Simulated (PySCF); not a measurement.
**A small calculation by hand: chemical shift, span and skew from a shielding tensor**

dibromo(difluoro)methane (CBr2F2), SMILES FC(F)(Br)Br. Atoms are numbered in the order given.

```xyz
5

F      0.0000     1.0711    -1.4352
C      0.0000     0.0000    -0.6639
F      0.0000    -1.0711    -1.4352
Br    -1.5993     0.0000     0.4259
Br     1.5993     0.0000     0.4259
```

Coordinates come from a PBE0-D3(BJ)/def2-SVP optimisation.

GIAO shieldings from PySCF with PBE/pcSseg-1, non-relativistic, no solvent. The symmetric part of the tensor of F1 has the principal values 95.0, 117.9, 197.5 ppm. The same nucleus in CFCl3 has σ = 133.6 ppm at this level (PySCF, at its B3LYP-D3(BJ)/def2-TZVP geometry). Without spin–orbit terms, shifts of atoms bonded to Cl or Br come out too high.

Problem. Work out the isotropic shielding, the ¹⁹F shift against CFCl3, the span and the skew.

Solution. 
σ(iso) = (σ11 + σ22 + σ33)/3 = 136.8 ppm. δ = σ(ref) − σ(iso) = 133.6 − (136.8) = -3.2 ppm.
Span Ω = σ33 − σ11 = 102.5 ppm. Skew κ = 3(σ(iso) − σ22)/Ω = 0.55. Tumbling in solution averages the tensor to δ; in a static solid the shielding alone would spread this spin-1/2 line over Ω.
